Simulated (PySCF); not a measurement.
Choosing a molecule for a target property.

All species are isolated and taken at one optimised geometry, non-relativistic unless stated; the electronic structure was computed with PySCF and density fitting.

The conformers computed, where there is a choice (atom-mapped SMILES and torsion angles):
- `[CH3:1][CH2:2][O:3][Si@@H:4]([OH:5])[c:6]1[cH:7][cH:8][cH:9][s:10]1`: C1–C2–O3–Si4 157°, C2–O3–Si4–O5 -176°, O3–Si4–C6–C7 -128°, H–O5–Si4–O3 -32°
- `[CH:1]#[C:2][CH2:3]/[P:4]=[P:5]\[c:6]1[cH:7][cH:8][cH:9][s:10]1`: C2–C3–P4–P5 -159°, P4–P5–C6–C7 -79°
- `[CH3:1][CH2:2][C:3]1=[CH:4][CH:5]=[CH:6][C@@H:7]1[CH2:8][CH2:9][F:10]`: C1–C2–C3–C4 -121°, C6–C7–C8–C9 -57°, C7–C8–C9–F10 77°
- `[CH3:1]/[CH:2]=[CH:3]/[C:4]([C:5]#[N:6])=[CH:7]\[CH2:8][CH3:9]`: C2–C3–C4–C5 -1°, C4–C7–C8–C9 -120°

Problem. Wanted: dipole moment below 2.5 D (PBE0/pcSseg-1) and HOMO–LUMO gap above 6 eV (PBE0/pcSseg-1), at GFN2-xTB geometries. Which candidate meets both?
A. `C/C=C/C(C#N)=C\CC`
B. `P(=P/c1sccc1)/CC#C`
C. `CCC1=CC=C[C@@H]1CCF`
D. `CCO[Si@@H](O)c1cccs1`

Solution. D. Computed values:
```csv
species,dipole moment,HOMO–LUMO gap
CCO[Si@@H](O)c1cccs1,1.06 D,6.30 eV
CCC1=CC=C[C@@H]1CCF,2.15 D,5.62 eV
P(=P/c1sccc1)/CC#C,2.81 D,3.91 eV
C/C=C/C(C#N)=C\CC,4.46 D,5.46 eV
```
